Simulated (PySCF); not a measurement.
Species: C6H4N (doublet state).
SMILES with atom numbers: `[N:1]#[C:2][C:3]#[C:4][C@H:5]1[CH:6][CH2:7]1` (hydrogens: H8 on C5; H9 on C6; H10, H11 on C7)

Geometry (GFN2-xTB, Å), atoms numbered from 1 in this order:
```
atom  x, y, z in Å
N1     4.2706    0.5803    0.4777
C2     3.1615    0.2858    0.3952
C3     1.8506   -0.0560    0.2956
C4     0.6890   -0.3826    0.1793
C5    -0.6873   -0.7016    0.0835
C6    -1.6643    0.2500    0.6484
C7    -1.6172    0.1458   -0.7999
H8    -0.9013   -1.7652    0.1197
H9    -1.4966    1.0954    1.2824
H10   -2.3801   -0.4172   -1.3207
H11   -1.2195    0.9680   -1.3872
```

Computed, not measured: UKS B3LYP, pcH-1 on C H N, non-relativistic, mean-field spin-orbit, GIAO in PySCF 2.14.0. Geometry: GFN2-xTB; no solvent, vibrations or thermal averaging. The geometry wasn't refined by DFT: couplings that depend on bond lengths, twists or pyramidal angles can differ widely from those at the functional's own minimum. No stability test was run, so a lower SCF solution isn't excluded.

Principal values of hyperfine tensors in MHz (contact and dipolar terms together), for some of the nuclei:

```csv
atom,isotope,A1,A2,A3
C6,13C,227.27,231.30,449.67
H10,1H,82.61,85.03,99.67
H11,1H,55.63,58.95,68.25
C4,13C,18.79,22.67,28.60
C7,13C,-26.14,-21.86,-15.07
C5,13C,-18.15,-13.97,-9.86
H9,1H,-41.81,-13.49,29.07
C3,13C,2.10,3.06,12.54
```

(1) Split each tensor into its isotropic and traceless parts, and turn a_iso into mT with g = 2.0026.

(2) What spin density at the nucleus of C6 lies behind its contact coupling (g_N = 1.40482)?

(3) H8 (1H, g_N = 5.58569) isn't in the table. Its spin density at the nucleus is 0.01573 bohr⁻³. What is its contact coupling?

(4) Name the largest traceless tensor T of the table and describe it.

(5) What first-order splitting does H11 cause when the field lies along A1, A2 or A3 of its tensor (g taken as isotropic, no quadrupole term)?

Answers

(1) a_iso = (A1 + A2 + A3)/3, Ti = Ai − a_iso; 1 mT corresponds to 28.030 MHz.

```tsv
atom	a_iso (MHz)	a_iso (mT)	T1	T2	T3
C6	302.75	10.801	-75.48	-71.44	146.93
H10	89.11	3.179	-6.49	-4.07	10.57
H11	60.95	2.174	-5.31	-1.99	7.30
C4	23.35	0.833	-4.56	-0.69	5.25
C7	-21.02	-0.750	-5.11	-0.84	5.95
C5	-13.99	-0.499	-4.16	0.02	4.14
H9	-8.74	-0.312	-33.07	-4.74	37.81
C3	5.90	0.211	-3.80	-2.84	6.64
```

(2) a_FC = 800.24 MHz bohr³ × g_N × ρ(0)/(2S). With a_FC = 302.75 MHz and 2S = 1, ρ(0) = 0.2693 bohr⁻³.

(3) By the same relation, a_FC = 70.3 MHz. Its full tensor has the principal values 63.93, 66.56, 80.49 MHz.

(4) C6: -75.5, -71.4, 146.9 MHz, nearly axial, close to the ratio −1:−1:+2, the form that spin in one p orbital centred on that nucleus gives.

(5) 2 lines (I = 1/2), spaced by |A_i|/(g × 13.996): 1.98, 2.10, 2.43 mT along the axes of A1, A2 and A3.
